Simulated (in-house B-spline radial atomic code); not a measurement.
Settings and results of a run for F3+. Method: non-relativistic B3LYP, spin-polarised, spherical fractional occupations, exact exchange averaged over the configuration, point nucleus. Calculated with a B-spline radial code for spherical atoms.

Command:
```bash
python run_scf.py task.json out
```
Settings:
```
Z                9
configuration    [He] 2s2 2p2
hamiltonian      nr
method           b3lyp
spin_polarised   True
exact_exchange   averaged over the configuration
```

Output (hartree, bohr):
```
 radial grid: 39 intervals, B-splines of order 8, outer radius 10.8108 bohr

 iter        energy (Eh)    residual
    1         -93.973769    2.39e-01
    2         -95.415612    8.30e-02
    3         -95.482717    3.35e-02
    4         -95.493476    1.35e-02
    5         -95.495305    2.38e-03
    6         -95.495410    9.09e-05
    7         -95.495410    2.01e-06
    8         -95.495410    2.92e-08

 total energy                       -95.49541
 kinetic                              95.2983
 electron-nucleus                   -213.4864
 Hartree                              31.1613
 exact exchange                       -1.5690
 exchange-correlation                 -6.8996

 orbital      occ     eigenvalue          <r>       <r^2>       <1/r>     <1/r^2>     <1/r^3>       r_max
 1s up      1.000       -27.6768     0.176422   0.0419766     8.61346     150.587           -      0.1147
 1s down    1.000       -27.5863      0.17582   0.0416466     8.63403     151.163           -      0.1145
 2s up      1.000        -3.5413     0.870668    0.896831     1.67391       11.64           -      0.7139
 2s down    1.000        -3.3023     0.890161     0.94007     1.63094     11.0107           -      0.7229
 2p up      2.000        -2.8656     0.817432    0.825685     1.58419     3.49512     12.2198      0.6174
```

Cost of the run: 0.17 s on 1 thread of Arm Neoverse N1, on a shared host.
